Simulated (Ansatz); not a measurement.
Species: sum formula Si$_{2}$N$_{2}$H$_{7}$, charge 0, multiplicity 2. It need not be the lowest isomer of its formula. 
Geometry from a B3LYP-D3(BJ)/def2-TZVP (Ansatz, a quantum-chemistry and plane-wave program) optimisation:
```xyz
11

N      0.6534     1.9891    -0.4736
Si     0.9699     0.3504    -0.8983
Si    -0.2128    -0.9018     0.7593
N     -1.9226    -0.6830     0.7734
H     -0.2011     2.3794    -0.8733
H      2.4202     0.0682    -0.7690
H      0.5069    -0.0978    -2.2441
H      0.3216    -0.5216     2.0863
H      0.0571    -2.3357     0.4818
H     -2.3236     0.1777     1.1118
H     -2.4966    -1.0936     0.0539
```
Charge 0, spin multiplicity 2.

Total electronic energies in hartree. Valence correlation only, unless marked. Open shells are spin-unrestricted. Spin-orbit coupling is left out. Non-relativistic. CBS(X,Y): correlation extrapolated as X^-3; Hartree-Fock from the larger set. [CCSD(T)-MP2]/basis is that difference in the basis named.

```json
[
 {"level": "HF/6-31G", "program": "Ansatz", "energy (Eh)": "-690.63513"},
 {"level": "HF/6-31G*", "program": "Ansatz", "energy (Eh)": "-690.78204"},
 {"level": "HF/aug-cc-pV(D+d)Z", "program": "Ansatz", "energy (Eh)": "-690.85939"},
 {"level": "HF/cc-pV(T+d)Z", "program": "Ansatz", "energy (Eh)": "-690.91051"},
 {"level": "RI-HF/cc-pV(T+d)Z", "program": "Ansatz", "energy (Eh)": "-690.91044"},
 {"level": "RI-HF/aug-cc-pV(Q+d)Z", "program": "Ansatz", "energy (Eh)": "-690.92770"},
 {"level": "SVWN5/def2-TZVPD", "program": "Ansatz", "energy (Eh)": "-689.48246"},
 {"level": "B3LYP/def2-TZVPD", "program": "Ansatz", "energy (Eh)": "-692.78795"},
 {"level": "PBE0/STO-3G", "program": "Ansatz", "energy (Eh)": "…"},
 {"level": "PBE0/def2-SVP", "program": "Ansatz", "energy (Eh)": "-692.01452"},
 {"level": "PBE0-D4/def2-TZVP", "program": "Ansatz + dftd4", "energy (Eh)": "-692.36632"},
 {"level": "BHLYP-D4/def2-TZVPD", "program": "Ansatz + dftd4", "energy (Eh)": "-692.68577"},
 {"level": "HSE06-D3(BJ)/def2-TZVPD", "program": "Ansatz + dftd3", "energy (Eh)": "-692.34877"},
 {"level": "HSE06/def2-TZVPD", "program": "Ansatz", "energy (Eh)": "-692.34238"},
 {"level": "LC-wPBE-D3(BJ)/def2-TZVPD", "program": "Ansatz + dftd3", "energy (Eh)": "-692.49506"},
 {"level": "wB97X-V/def2-TZVPD", "program": "Ansatz", "energy (Eh)": "-692.60738"},
 {"level": "B2GP-PLYP-D3(BJ)/def2-TZVPD", "program": "Ansatz + dftd3", "energy (Eh)": "…"},
 {"level": "PBE-QIDH/def2-TZVPD", "program": "Ansatz", "energy (Eh)": "…"},
 {"level": "MP2/STO-3G", "program": "Ansatz", "energy (Eh)": "-682.88398"},
 {"level": "CCSD(T)/6-31G", "program": "Ansatz", "energy (Eh)": "-690.98996"},
 {"level": "CCSD(T)/cc-pV(D+d)Z", "program": "Ansatz", "energy (Eh)": "-691.42797"},
 {"level": "RI-MP2/CBS(aug-cc-pV(T+d)Z,aug-cc-pV(Q+d)Z)+[CCSD(T)-MP2]/aug-cc-pV(D+d)Z", "program": "Ansatz", "energy (Eh)": "-691.7316"},
 {"level": "CCSD(T)/CBS(cc-pV(T+d)Z,cc-pV(Q+d)Z)", "program": "Ansatz", "energy (Eh)": "-691.7222"}
]
```

Some entries are withheld; supply them.


- PBE0/STO-3G, energy (Eh): -684.11443
- B2GP-PLYP-D3(BJ)/def2-TZVPD, energy (Eh): -692.29887
- PBE-QIDH/def2-TZVPD, energy (Eh): -692.16544
